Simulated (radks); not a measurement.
All-electron atom: Ru XXI in [Ar] 3d6.

All-electron calculation, Dirac Kohn-Sham, BLYP, spin-unpolarised, spherical densities, finite nucleus; open shells fill j = l - 1/2 first; Fermi nuclear charge, rms radius 4.4809 fm. Program: a radial shooting solver on a logarithmic mesh with Libxc functionals.

Energy parts (Ry):
| part | energy |
|---|---|
| total | -8650.97821 |
| kinetic | 9020.00568 |
| electron-nucleus | -19713.77034 |
| Hartree | 2266.35308 |
| exchange-correlation | -223.56663 |

Orbitals (lengths in bohr, moments of r in powers of bohr):
1s1/2: occ. 2; eigenvalue (Ry) -1662.009; <r^4> 5.907e-06
2s1/2: occ. 2; eigenvalue (Ry) -281.1953; <r^4> 0.001055
2p1/2: occ. 2; eigenvalue (Ry) -263.8624; <r^4> 0.0006929
2p3/2: occ. 4; eigenvalue (Ry) -254.1819; <r^4> 0.0007831
3s1/2: occ. 2; eigenvalue (Ry) -84.74409; <r^4> 0.04239
3p1/2: occ. 2; eigenvalue (Ry) -78.13817; <r^4> 0.04066
3p3/2: occ. 4; eigenvalue (Ry) -76.26760; <r^4> 0.04436
3d3/2: occ. 4; eigenvalue (Ry) -65.04609; <r^4> 0.03519
3d5/2: occ. 2; eigenvalue (Ry) -64.65542; <r^4> 0.03612

The highest occupied level is 3d5/2 at -879.68 eV. The density falls to 0.001 e/bohr^3 at r = 1.16 bohr. For comparison, the ionisation energy in NIST's Atomic Spectra Database is 905 eV (theoretical). In exact Kohn-Sham theory the highest level is minus the ionisation energy, but local and semilocal functionals leave it too shallow, through self-interaction and a potential that decays too fast; potentials with the right tail come closer.

Beside tabulated values, note that spin-unpolarised runs miss the spin-polarisation part of the exchange energy of open shells.
